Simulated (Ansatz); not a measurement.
Reaction (hydrogenolysis of a C–F bond): `F/C=C(\F)C(F)(F)F` + H₂ → `F/C=C(\F)C(F)F` + H–F

Isolated molecules relaxed with PBE0-D4/def2-TZVP in Ansatz; ΔE leaves out vibrations. CCSD(T)/CBS adds triple-zeta CCSD(T) − MP2 to the extrapolated MP2 energy (def2 sets, frozen cores). This one scheme is used for every species. Double bonds are as drawn, so ΔE can hold a change between cis and trans. DFT in def2-TZVPP. B3LYP here is the variant with VWN-RPA as its local correlation; programs differ in this. Each species was taken in one conformer, which may not be the lowest.

`F/C=C(\F)C(F)(F)F`:

```xyz
9

F     2.561    0.291   -0.014
C     1.361   -0.262   -0.018
C     0.261    0.472    0.010
F     0.284    1.796    0.044
C    -1.121   -0.103    0.007
F    -1.083   -1.437   -0.026
F    -1.798    0.267    1.096
F    -1.814    0.319   -1.053
H     1.350   -1.343   -0.045
```

H₂:

Z-matrix (Å, degrees):
```
H
H 1 0.746
```

`F/C=C(\F)C(F)F`:

```xyz
9

F     0.265    2.112    1.437
C     0.119    1.310    0.393
C     0.020   -0.001    0.530
F     0.054   -0.595    1.720
C    -0.156   -0.962   -0.597
F    -0.283   -0.295   -1.765
F     0.928   -1.770   -0.693
H     0.086    1.804   -0.568
H    -1.034   -1.602   -0.456
```

H–F:

Cartesian coordinates in Å:
```
F 0.013 0.269 0.373
H -0.013 -0.269 -0.373
```

```tsv
level	ΔE (kcal/mol)	difference from CCSD(T)/CBS
BLYP-D4	-11.0	2.9
r2SCAN-D4	-8.6	5.3
PBE0-D4	-11.7	2.2
B3LYP-D4	-11.8	2.1
B2PLYP	-12.6	1.3
PBE	-11.0	2.9
r2SCAN	-8.7	5.2
CCSD(T)/def2-SVP	-6.7	7.2
CCSD(T)/def2-TZVPP	-12.5	1.4
MP2/def2-QZVPP	-14.3	-0.4
CCSD(T)/CBS	-13.9	0
```

**Question.** What do rigid-rotor, harmonic-oscillator terms from PBE0-D4/def2-TZVP frequencies (298.15 K, 1 bar) make of the CCSD(T)/CBS value? (Estimate.)

**Answer.** Ansatz gave: ΔZPE = +4.8 kcal/mol, ΔH = -9.5 kcal/mol, ΔS = 30 J/(mol·K), ΔG = -11.6 kcal/mol.

Largest T1 diagnostic among the species: 0.013.

From r2SCAN to r2SCAN0 (25 % exact exchange), in def2-TZVPP and without D4, ΔE moves by −1.6 kcal/mol. At CCSD(T), def2-SVP lies +7.2 kcal/mol from the extrapolated value and def2-TZVPP +1.4 kcal/mol.
